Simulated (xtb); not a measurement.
AlFCl2, SMILES [Cl][Al]([F])[Cl]. All values are semi-empirical tight-binding results from xtb (GFN2-xTB unless named), good for trends rather than for accurate numbers. Geometry optimised at GFN2-xTB.

Optimised geometry:

```xyz
4

Al     0.0103     0.2784     0.0000
F     -0.0052     1.9333     0.0000
Cl    -0.0025    -0.6182     1.8085
Cl    -0.0025    -0.6182    -1.8085
```

For metal compounds this method's bond lengths and energies can be far off.

| Quantity | Result |
|---|---|
| point group as xtb finds it | C2v |
| orbital gap | 4.69 eV |
| zero-point energy | 3.4 kcal/mol |
| G − E(el) at 298.15 K (modified RRHO) | -15.1 kcal/mol |

Computed atomic charges and the Wiberg bond orders between heavy atoms:
charges (e) Al1 0.43, F2 -0.24, Cl3 -0.09, Cl4 -0.09. Bond orders Al1–F2 1.22, Al1–Cl3 1.38, Al1–Cl4 1.38.
